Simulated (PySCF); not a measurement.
F₄Zr, SMILES [F][Zr]([F])([F])[F] (connectivity only; charge and spin as stated), charge +1, multiplicity 2. Atoms are numbered in the order given.

```xyz
5

Zr     0.0000     0.0000    -0.1760
F      0.0000    -1.5562    -1.1813
F      1.0218     0.0000     1.5725
F      0.0000     1.5562    -1.1813
F     -1.0218     0.0000     1.5725
```
Charge +1, spin multiplicity 2.

Geometry optimised at B3LYP-D3(BJ)/def2-SVP. The multiplicity is an assumed one; other spin states were not compared. The isomer is the one that the SMILES or the coordinates give; other isomers of the formula were not compared. The def2 effective core potentials stand for the cores of Zr; spin–orbit coupling is left out.

Computed with B3LYP-D3(BJ)/def2-SVP (PySCF).

Frequencies are harmonic and unscaled.

```csv
mode,ν (cm⁻¹),IR (km/mol),moving atoms (share of kinetic energy)
1,70,59.9,"F 69 %, Zr 31 %"
2,114,0.0,F 100 %
3,128,14.8,"F 80 %, Zr 20 %"
4,166,10.4,F 92 %
5,307,15.1,"F 91 %, Zr 9 %"
6,350,14.9,"F 87 %, Zr 13 %"
7,597,50.6,"F 86 %, Zr 14 %"
8,764,112.0,"F 85 %, Zr 15 %"
9,783,182.1,"F 76 %, Zr 24 %"
```
